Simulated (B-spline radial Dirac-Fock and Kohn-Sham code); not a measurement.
Z = 45 (rhodium), transition energy 1000 keV. Level of theory: a Dirac-Hartree-Slater potential of the neutral atom with a Latter tail (no hole, which puts coefficients of high multipoles low close above an edge), finite nucleus with surface currents; an atomic code on a B-spline grid. Subshells that would emit electrons below 1 keV are left out.

Task: A pure transition shows α(K) = 0.000914, L1/L2 = 45.2 and L1/L3 = 103. What is its multipolarity?
A. M2
B. E1
C. E4
D. M4
E. E2
F. M3
G. M1
H. E3

Result: G. For comparison, α(K), L1/L2, L1/L3 are E1 0.000356, 62.2, 36.2; E2 0.000830, 24.8, 31.4; E3 0.00172, 11.4, 24.4; E4 0.00341, 6.38, 18.0; M2 0.00219, 28.2, 102; M3 0.00457, 19.2, 53.3; M4 0.00912, 14.0, 26.5.

Values without a named source are computed, but for edge energies of neutral atoms, which are taken from tables.
